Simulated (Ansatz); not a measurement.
Cartesian coordinates in Å:
```
O -1.7684 0.8278 0.2021
W -0.2564 0.0623 0.3141
O 0.7651 1.0611 1.2313
O 0.4377 -0.1411 -1.4120
Cl -0.4931 -1.9297 1.3679
H 1.3150 0.1196 -1.7033
```

The species carries charge 0 and has multiplicity 1. W takes the def2 core potential.

Task: List the PBE/def2-TZVPP orbital energies in eV (the Gaussian-basis code of Ansatz). (Estimate.)

Result: Ansatz gave: Occupied: -2739.73, -511.91, -511.12, -510.91, -250.30, -190.95, -190.85, -190.83, -79.85, -44.50, -44.38, -44.20, -25.89, -23.39, -22.99, -20.85, -14.08, -10.86, -10.80, -10.59, -10.45, -10.14, -9.37, -9.00, -8.58, -8.47, -8.33, -7.70. Lowest empty: -3.09, -2.75, -2.03, -1.36, -0.77, -0.50, 0.60, 2.17.
